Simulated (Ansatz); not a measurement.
`C[N](C)[In]([OH])[OH]`. Charge 0, multiplicity 1. In takes the def2 core potential. The geometry is a stationary point of PBE0-D4/def2-TZVP. It is one conformer, not always the lowest.

```xyz
14

C     1.607   -0.147   -0.642
N     0.376    0.328   -0.071
C     0.437    1.697    0.372
In   -1.237   -0.814    0.203
O    -2.840   -0.024    1.048
O    -1.407   -2.715   -0.339
H     2.440   -0.098    0.077
H     1.903    0.450   -1.518
H     1.520   -1.186   -0.971
H     1.210    1.843    1.143
H    -0.517    2.018    0.795
H     0.678    2.377   -0.460
H    -3.556   -0.661    1.113
H    -0.614   -3.067   -0.749
```

Question: What is the dipole moment at PBE/def2-TZVPP? (An estimate is asked.)

Answer: Ansatz gave: 1.95 D, with components (1.83, -0.06, -0.65) D in this frame, pointing from negative to positive charge.

Question: And with r2SCAN, B3LYP, ωB97M-V? (Estimate.)

Answer: The calculation gave: r2SCAN 2.02 D, B3LYP 2.06 D, ωB97M-V 2.04 D.

Question: Give the Mulliken charges with PBE, B3LYP, r2SCAN in def2-TZVPP. (Estimate.)

Answer: Computed: 
| atom | PBE | B3LYP | r2SCAN |
| --- | --- | --- | --- |
| C1 | -0.15 | -0.14 | 0.00 |
| N2 | -0.26 | -0.33 | -0.35 |
| C3 | -0.17 | -0.16 | -0.02 |
| In4 | 0.69 | 0.83 | 0.82 |
| O5 | -0.47 | -0.52 | -0.53 |
| O6 | -0.46 | -0.51 | -0.53 |
| H7 | 0.08 | 0.08 | 0.04 |
| H8 | 0.08 | 0.08 | 0.04 |
| H9 | 0.06 | 0.06 | 0.02 |
| H10 | 0.08 | 0.08 | 0.04 |
| H11 | 0.10 | 0.10 | 0.05 |
| H12 | 0.08 | 0.08 | 0.04 |
| H13 | 0.18 | 0.18 | 0.19 |
| H14 | 0.17 | 0.17 | 0.19 |

B3LYP here is the variant with VWN-RPA as its local correlation; programs differ in this.
